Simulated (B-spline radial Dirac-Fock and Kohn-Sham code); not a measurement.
# Auger parameter of promethium: the L3 level and its strongest L3-MM line

Method: relaxed Dirac-Fock hole states (ΔSCF) with Breit and QED corrections and a finite nucleus. Computed with a radial atomic solver. The modified Auger parameter α′ is the binding energy plus the kinetic energy of the Auger electron; it does not depend on the energy zero. For free ions it tends to fall with charge, since less charge screens the final holes.

| species | configuration | binding 2p3/2 (eV) | Auger line | kinetic (eV) | α′ (eV) |
| --- | --- | --- | --- | --- | --- |
| Pm | [Xe] 4f5 6s2 | 6464.3 | M4M5 J=4 | 4313.9 | 10778.1 |
| Pm | [Xe] 4f3 5d2 6s2 | 6481.4 | M4M5 J=4 | 4288.9 | 10770.3 |
| Pm | [Xe] 4f4 6s2 6p1 | 6476.2 | M4M5 J=4 | 4297.5 | 10773.8 |
| Pm | [Xe] 4f5 6s1 6p1 | 6465.4 | M4M5 J=4 | 4312.8 | 10778.2 |
| Pm | [Xe] 4f4 5d1 6s2 | 6472.4 | M4M5 J=4 | 4301.9 | 10774.3 |
| Pm⁺ | [Xe] 4f5 6s1 | 6470.9 | M4M5 J=4 | 4306.0 | 10776.8 |
| Pm⁺ | [Xe] 4f6 | 6461.6 | M4M5 J=4 | 4320.0 | 10781.5 |
| Pm²⁺ | [Xe] 4f5 | 6478.6 | M4M5 J=4 | 4297.2 | 10775.8 |
| Pm²⁺ (Watson 2.2 Å) | [Xe] 4f5 | 6465.5 | M4M5 J=4 | 4310.3 | 10775.8 |
| Pm³⁺ | [Xe] 4f4 | 6498.9 | M4M5 J=4 | 4271.6 | 10770.5 |
| Pm³⁺ | [Xe] 4f3 5d1 | 6508.4 | M4M5 J=4 | 4258.2 | 10766.6 |
| Pm³⁺ (Watson 1.6 Å) | [Xe] 4f4 | 6472.1 | M4M5 J=4 | 4298.5 | 10770.6 |
| Pm³⁺ (Watson 2.7 Å) | [Xe] 4f4 | 6482.9 | M4M5 J=4 | 4287.6 | 10770.5 |
| Pm⁴⁺ | [Xe] 4f3 | 6521.9 | M4M5 J=4 | 4243.5 | 10765.4 |
| Pm⁵⁺ | [Kr] 4d10 4f3 5s2 5p5 | 6539.3 | M4M5 J=4 | 4225.6 | 10764.9 |
| Pm⁶⁺ | [Kr] 4d10 4f3 5s2 5p4 | 6557.4 | M4M5 J=4 | 4206.9 | 10764.4 |
| Pm⁷⁺ | [Kr] 4d10 4f3 5s2 5p3 | 6576.4 | M4M5 J=4 | 4187.6 | 10764.0 |
| Pm⁸⁺ | [Kr] 4d10 4f3 5s2 5p2 | 6596.2 | M4M5 J=4 | 4167.7 | 10763.8 |
